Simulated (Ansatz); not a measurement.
CH₃BN₂ (`BN=C=N`), relaxed with RKS PBE0-D4/def2-TZVP in the Gaussian-basis code of Ansatz from a PBE-D4/def2-SVP geometry. The force threshold is 0.005 eV/Å; the program also tests the step.

Charge 0, multiplicity 1.

Start:

```xyz
7

B     1.063   -0.713   -0.939
N     0.165    0.004   -0.147
C    -0.647    0.565    0.563
N    -1.404    1.298    1.208
H     1.090   -1.928   -0.863
H     1.802   -0.104   -1.691
H    -2.069    0.878    1.867
```

```tsv
step	energy (eV)	largest force (eV/Å)	largest move (Å)
1	-4737.8617	1.190	0.000
2	-4737.9079	0.175	0.038
3	-4737.9098	0.088	0.009
4	-4737.9104	0.065	0.015
5	-4737.9106	0.019	0.009
6	-4737.9107	0.031	0.010
7	-4737.9107	0.010	0.004
8	-4737.9107	0.006	0.001
9	-4737.9108	0.004	0.004
```

End:

```xyz
7

B     1.052   -0.706   -0.929
N     0.158    0.012   -0.148
C    -0.634    0.577    0.549
N    -1.389    1.282    1.199
H     1.069   -1.898   -0.844
H     1.781   -0.113   -1.667
H    -2.037    0.846    1.840
```

Run time 16 s (2 threads of an Arm Neoverse V2 on a shared host); peak host memory 0.22 GiB.
